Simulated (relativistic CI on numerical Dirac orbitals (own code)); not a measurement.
**One change at a time: Lu⁵⁺**

Base calculation: Dirac-Coulomb-Breit CI, KLI orbitals optimised for each configuration, model QED (radiative potential, 1s self-energy scaled to tabulated hydrogen-like ionisation energies), valence Slater integrals scaled by 0.85, P86 correlation energy added to each configuration.

CI space (outside the closed core [Kr] 4d10): 4f¹²5s²5p⁶, 4f¹³5s²5p⁵, 4f¹⁴5s²5p⁴, 4f¹²5s²5p⁵5d, 4f¹¹5s²5p⁶5d, 4f¹⁰5s²5p⁶5d², 4f¹¹5s²5p⁶6s, 4f¹³5s²5p⁴5d, 4f¹²5s5p⁶5d, 4f¹¹5s²5p⁶6p, 4f¹⁴5p⁶, 4f¹²5s²5p⁵5g, 4f¹²5s²5p⁵6s, 4f¹³5s5p⁶, 4f¹⁴5s5p⁵, 4f¹¹5s²5p⁶6d, 4f¹¹5s²5p⁶7s, 4f¹⁰5s²5p⁶6s6p, 4f¹¹5s²5p⁵6s², 4f¹³5s²5p⁴6s, 4f¹²5s5p⁶5f, 4f¹³5s5p⁵6s, 4f¹³5s²5p⁴5g, 4f¹¹5s²5p⁶8s, 4f¹³5p⁶5d, 4f¹³5p⁶6s. Levels of other configurations are missing.

Variants: (1) valence Slater integrals scaled by 0.75; (2) no correlation estimate; (3) QED terms removed. Shifts of the energy above 4f¹²5s²5p⁶ ³H6, in cm⁻¹, for the lowest level and the first level of each name with at least 55 % of one term (blank where a level changes its place among those of its configuration and J or its character, or is not in the variant):

| Level | Base | Δ(1) | Δ(2) | Δ(3) |
| --- | --- | --- | --- | --- |
| 4f¹²5s²5p⁶ ³H6 | 0.0 | 0.0 | 0.0 | 0.0 |
| 4f¹²5s²5p⁶ ³F4 | 6400.0 | -802.3 | -0.1 | +3.3 |
| 4f¹²5s²5p⁶ ³H5 | 10919.7 | -1.8 | +0.1 | -47.4 |
| 4f¹²5s²5p⁶ ³F3 | 18609.9 | -868.0 | -0.4 | -47.1 |
| 4f¹²5s²5p⁶ ³F2 | 18940.0 | -1524.4 | -0.6 | -25.6 |
| 4f¹²5s²5p⁶ ¹I6 | 41806.8 | -3726.5 | -2.2 | -42.7 |
| 4f¹²5s²5p⁶ ³P0 | 44637.1 | -4426.5 | -2.6 | -25.3 |
| 4f¹²5s²5p⁶ ³P1 | 46425.5 | -4054.0 | -3.2 | -46.4 |
| 4f¹²5s²5p⁶ ³P2 | 48446.0 |  | -2.1 | -74.0 |
| 4f¹²5s²5p⁶ ¹S0 | 90986.5 | -8540.7 | +4.2 | -65.1 |
| 4f¹³5s²5p⁵ ³F4 | 122756.3 | -931.8 | +1561.1 | +291.2 |
| 4f¹³5s²5p⁵ ¹F3 | 123010.8 | -944.5 | +1561.5 | +291.7 |
| 4f¹³5s²5p⁵ ³G5 | 125980.8 | -1421.3 | +1563.4 | +294.1 |
| 4f¹³5s²5p⁵ ³F3 | 132851.9 | -965.2 | +1561.5 | +245.2 |
| 4f¹³5s²5p⁵ ¹D2 | 135238.4 | -2200.2 | +1567.4 | +284.2 |
| 4f¹³5s²5p⁵ ³D2 | 137994.1 | -1664.0 | +1561.8 | +252.7 |
| 4f¹³5s²5p⁵ ³D1 | 144444.7 | -2313.4 | +1562.3 | +243.7 |
| 4f¹³5s²5p⁵ ³D3 | 189926.5 | -2085.4 | +1558.1 | +227.3 |
| 4f¹³5s²5p⁵ ³G3 | 198003.4 | -1724.3 | +1559.9 | +176.1 |
| 4f¹¹5s²5p⁶5d ⁵G°6 | 199317.8 | +2901.7 | -3970.3 | -177.4 |
| 4f¹¹5s²5p⁶5d ⁵H°7 | 200943.3 | +2794.5 | -3970.6 | -180.5 |
| 4f¹¹5s²5p⁶5d ⁵L°10 | 207505.7 | +2636.5 | -3977.5 | -200.3 |

At this charge configurations can still be misplaced by up to about 7 % of their energy. Levels and lines within the n = 5 or 6 shells can be off by up to 10 % or somewhat more, and those that change n by about 2 %, since core polarisation is missing. Levels that differ in their count of f electrons can be misplaced by several ten thousand cm⁻¹, since the correlation energy of f electrons is missing or only estimated; rates across such gaps can be off by orders of magnitude.

Ionisation energy from the two ground configurations alone: base 110.801 eV; no correlation estimate 109.531 eV; QED terms removed 110.837 eV. The NIST ASD value (theoretical) is 98 eV. The gap of more than 2 % comes from missing correlation, or from a tabulated value that is itself an estimate.

LS names give the leading component of a level, which can be under half, so a name can repeat, a term be missing and a line seem to break the LS rules.
